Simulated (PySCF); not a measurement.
Problem. Give a PBE0-D3(BJ)/def2-SVP geometry of `FC(F)(F)P(C(=S)[S-])C(F)(F)F`. (Charge -1.)

Solution. 
```xyz
12
C3F6PS2 angstrom
F     -1.3934   -0.5644    1.3617
C     -1.4470   -0.6965    0.0350
F     -2.5064    0.0324   -0.3784
F     -1.7467   -1.9698   -0.2373
P      0.1149   -0.1870   -0.9409
C      1.5261   -1.1257   -0.1852
S      1.2879   -2.4872    0.7363
S      2.9312   -0.3943   -0.7503
C      0.3008    1.4961   -0.0676
F      1.1080    2.3073   -0.7532
F     -0.8962    2.1182   -0.0106
F      0.7595    1.4429    1.1818
```

Any rigid rotation of these coordinates is as good. Atoms count from 1 in this order. P5 (phosphine phosphorus) is pyramidal (angles 106.2°, 100.7° and 94.7°, sum 301.6°, 0.87 Å off the plane of its three neighbours). The C–S distances run from 1.661 Å (C6=S7, drawn double in one of several resonance forms) to 1.682 Å (C6–S8, drawn single in one of several resonance forms), a spread of 0.021 Å. C6 (carbon bonded to P and 2 S) is planar (angles 131.5°, 122.1° and 106.2°, sum 359.8°, 0.05 Å off the plane of its three neighbours). Of the pairs four or more bonds apart, F3···F11 is among the closest relative to their van der Waals radii: 2.66 Å, 90 % of the sum of Bondi's values.

Bonds between heavy atoms (Å): F1–C2 1.334, C2–F3 1.351, C2–F4 1.336, C2–P5 1.911, P5–C6 1.856, C6=S7 1.661, C6–S8 1.682, P5–C9 1.905, C9–F10 1.334, C9–F11 1.350, C9–F12 1.332.

Computed with PBE0-D3(BJ)/def2-SVP geometry optimisation, gas phase in PySCF.

Point group: C1 (no symmetry element, even within 0.4 Å). No frequency check. The geometry's basis has no diffuse functions, a weakness for an anion. Torsions: C2–P5–C6–S7 19°.

One conformer stands for the species.
